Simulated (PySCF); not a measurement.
Compound: diphenylphosphane, C12H11P.
InChI=1S/C12H11P/c1-3-7-11(8-4-1)13-12-9-5-2-6-10-12/h1-10,13H

Method: PySCF, TDDFT CAM-B3LYP/def2-SVPD, vertical, gas phase, core orbitals frozen in the response. One conformer (not necessarily the lowest) at the PBE0-D3(BJ)/def2-SVP geometry, without solvent, vibrations or thermal averaging. Torsions of this conformer, `[cH:1]1[cH:2][cH:3][c:4]([PH:5][c:6]2[cH:7][cH:8][cH:9][cH:10][cH:11]2)[cH:12][cH:13]1`: C3–C4–P5–C6 -61°, C4–P5–C6–C7 -38°.

Each state is given a Gaussian of 0.3 eV full width at half maximum, with ε(max) = 2.175×10⁸ f / Δν̃ (Δν̃ the width in cm⁻¹). The cross-section is σ = 3.8235×10⁻²¹ ε cm², given in Mb (10⁻¹⁸ cm²). The width is an assumption, not a result. The curve ends short of the highest state used, and states not computed would add to its high-energy end.

(E (eV), σ (Mb)): (4.58, 0.01), (4.65, 0.03), (4.71, 0.12), (4.78, 0.41), (4.84, 0.98), (4.91, 2.16), (4.97, 3.66), (5.04, 6.25), (5.11, 11.12), (5.17, 19.79), (5.24, 39.11), (5.30, 63.26), (5.37, 89.99), (5.43, 98.34), (5.50, 83.55), (5.57, 53.10), (5.63, 29.32), (5.70, 14.45), (5.76, 12.98), (5.83, 19.50), (5.89, 26.64), (5.96, 30.67), (6.02, 29.39), (6.09, 28.33)

Question: Where are the band maxima, and which computed states make them?

Answer: 229 nm (5.43 eV), ε about 26000, made up of S4 (98%); 208 nm (5.97 eV), ε about 8000, made up of S5 (52%) and S6 (44%) (ε in L mol⁻¹ cm⁻¹; maxima over ε = 5, shares over 10%). At its high-energy end, 6.09 eV, the curve is still rising (ε about 7400, from S5, S6, S7 and S8). The states used: S1 5.03 eV (f 0.0078); S2 5.20 eV (f 0.016); S3 5.32 eV (f 0.0050); S4 5.43 eV (f 0.279); S5 5.94 eV (f 0.048); S6 5.98 eV (f 0.040); S7 6.30 eV (f 0.077); S8 6.40 eV (f 0.263); S9 6.61 eV (f 0.016); S10 6.69 eV (f 0.314).

Question: Coming from long wavelengths, where does ε first pass 100 L mol⁻¹ cm⁻¹?

Answer: At about 260 nm (4.78 eV), 0.25 eV below S1.

Question: On this curve, what absorbance would a 10⁻³ mol/L sample give at 266 nm over a 1 cm path?

Answer: 266 nm is 4.661 eV, where ε is about 11 L mol⁻¹ cm⁻¹, so A = ε c l ≈ 0.011 (Beer–Lambert, with the gas-phase spectrum and the assumed width).

Question: What would ε be at 5.43 eV, the highest of these maxima, with half the width (0.15 eV)?

Answer: About 50400 L mol⁻¹ cm⁻¹ against 25700, a factor of about 1.96; a lone state at its own centre would give exactly 2.
